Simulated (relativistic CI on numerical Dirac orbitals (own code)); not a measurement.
Radial Dirac CI calculation of Hg16+: levels, rates and radial parameters.

Command:

```sh
python run_levels.py task.json out
```

Input:

```
atom Hg  Z=80  charge=16  electrons=64
nucleus A=202  rms_radius_fm=5.4648
hamiltonian dirac-coulomb  breit=on  qed=on  c_scale=1
orbitals kli  potential=per-configuration
slater_scale 1
correlation none
mixing on
configurations
  [Kr] 4d10 4f14 5s2 5p2
  [Kr] 4d10 4f14 5s 5p3
  [Kr] 4d10 4f14 5s2 5p 5d
  [Kr] 4d10 4f14 5p4
  [Kr] 4d10 4f12 5s2 5p4
  [Kr] 4d10 4f13 5s2 5p3
  [Kr] 4d10 4f14 5s2 5d2
  [Kr] 4d10 4f14 5s 5p2 5d
  [Kr] 4d10 4f13 5s 5p4
  [Kr] 4d10 4f14 5s2 5p 5f
  [Kr] 4d10 4f14 5p2 5d2
  [Kr] 4d10 4f12 5s2 5p2 5d2
  [Kr] 4d10 4f14 5s2 5p 5g
  [Kr] 4d10 4f14 5s 5p2 5f
  [Kr] 4d10 4f14 5s2 5p 6s
  [Kr] 4d10 4f13 5s2 5p2 5d
  [Kr] 4d10 4f14 5s2 5f2
  [Kr] 4d10 4f14 5p3 5d
  [Kr] 4d10 4f13 5s 5p3 5d
  [Kr] 4d10 4f12 5s2 5p3 5d
  [Kr] 4d10 4f14 5s 5p 5d2
  [Kr] 4d10 4f14 5s2 5d 6s
  [Kr] 4d10 4f14 5s2 5p 6p
  [Kr] 4d10 4f14 5s 5p2 5g
  [Kr] 4d10 4f14 5s2 5d 5f
  [Kr] 4d10 4f14 5p3 6s
  [Kr] 4d10 4f14 5s2 5g2
  [Kr] 4d10 4f14 5p2 5f2
  [Kr] 4d10 4f12 5s2 5p3 6s
  [Kr] 4d10 4f14 5s 5p2 6s
  [Kr] 4d10 4f14 5s2 5p 6d
  [Kr] 4d10 4f13 5s2 5p2 6s
  [Kr] 4d10 4f14 5p3 5f
  [Kr] 4d10 4f14 5s 5p 5d 6s
  [Kr] 4d10 4f14 5s2 6s2
  [Kr] 4d10 4f13 5s 5p2 5d2
  [Kr] 4d10 4f13 5s 5p3 5f
  [Kr] 4d10 4f14 5s2 5d 5g
  [Kr] 4d10 4f14 5s2 5f 6s
  [Kr] 4d10 4f13 5s2 5p 5d 5f
end
```

Hardware: one thread of Neoverse-V2, on a shared host. Rates were computed among at most 500 levels.

**Question.** How large is the problem, and how long does it take?

**Answer.** 15676 determinants at the lowest M give 15676 levels; 344 SCF iterations in all; about 86 s of CPU and 0.98 GiB at the peak.
